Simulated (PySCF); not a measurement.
1,1,1-trifluoropropane (C3H5F3), SMILES CCC(F)(F)F. Atoms are numbered in the order given.

```xyz
11

C     -0.0905    -2.0822     0.0000
C      0.8036    -0.8443     0.0000
C      0.0219     0.4498     0.0000
F     -0.7744     0.5562     1.0852
F      0.8407     1.5206     0.0000
F     -0.7744     0.5562    -1.0852
H     -0.7351    -2.0989    -0.8912
H     -0.7351    -2.0989     0.8912
H      0.5225    -2.9948     0.0000
H      1.4555    -0.8220    -0.8868
H      1.4555    -0.8220     0.8868
```
Charge 0, spin multiplicity 1.

The structure is a stationary point at TPSSh-D3(BJ)/def2-SVP.

All values below come from r2SCAN/def2-TZVP (PySCF).

Symmetry labels are those of the subgroup Cs that the program uses (full group Cs).

Computed valence orbital energies around the gap with their symmetry:
| orbital | symmetry | energy (eV) |
|---|---|---|
| HOMO−7 | A" | -11.40 |
| HOMO−6 | A' | -11.03 |
| HOMO−5 | A' | -10.35 |
| HOMO−4 | A" | -10.32 |
| HOMO−3 | A" | -9.94 |
| HOMO−2 | A' | -9.76 |
| HOMO−1 | A" | -9.22 |
| HOMO | A' | -9.00 |
| LUMO | A' | 1.18 |
| LUMO+1 | A" | 2.26 |
| LUMO+2 | A' | 2.27 |
| LUMO+3 | A' | 2.66 |
